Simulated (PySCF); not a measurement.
C4H7O2S (SMILES O=S1(=O)[CH]CCC1), doublet, geometry from GFN2-xTB. Base run: PySCF with HF/STO-3G.

Here is a job for PySCF.
```python
from pyscf import gto, scf

mol = gto.Mole()
mol.atom = '''
    O     1.205823    0.637038    1.264430
    S     0.597316    0.463778   -0.027910
    O     1.210889    1.144902   -1.138287
    C    -1.126853    0.814592    0.030437
    C    -1.900073   -0.428662   -0.030210
    C    -0.949493   -1.578014    0.338865
    C     0.366713   -1.318432   -0.361470
    H    -1.520961    1.798579   -0.113458
    H    -2.769753   -0.400090    0.634802
    H    -2.297540   -0.588655   -1.044897
    H    -0.777751   -1.562501    1.416426
    H    -1.378335   -2.542879    0.066763
    H     0.310411   -1.443787   -1.438798
    H     1.201420   -1.873523    0.050853
'''
mol.basis = 'sto-3g'
mol.charge = 0
mol.spin = 1
mol.verbose = 4
mol.build()

mf = scf.UHF(mol)
mf.kernel()
mo_i, mo_e, stable_i, stable_e = mf.stability(internal=True, external=True, return_status=True, nroots=6, tol=1e-6)
print('internally stable:', stable_i, ' externally stable:', stable_e)
if not stable_i:
    umf = mf.copy()
    umf.scf_summary = {}
    umf.kernel(umf.make_rdm1(mo_i, mf.mo_occ))
```

The bond that is stretched is that between atoms 8 and 4. A test that says stable can miss a lower solution.

The base run was repeated with changes; each row names its change, and settings that it needs were set with it.

```csv
change,ΔE vs base (mEh),<S^2>,E after following the instability (Eh),<S^2> there,stability test says
base,0.000,0.773,-,-,stable
bond × 1.25,38.762,0.789,-,-,stable
bond × 1.5,107.4,1.028,-,-,stable
bond × 1.8,214.9,0.793,-693.98717,1.50,internal instability
bond × 2.2,201.1,1.538,-,-,external instability
bond × 3.0,230.9,0.750,-693.93788,1.56,internal instability
```

On stretching, the SCF can end on different states; <S^2> shows the spin contamination of each.
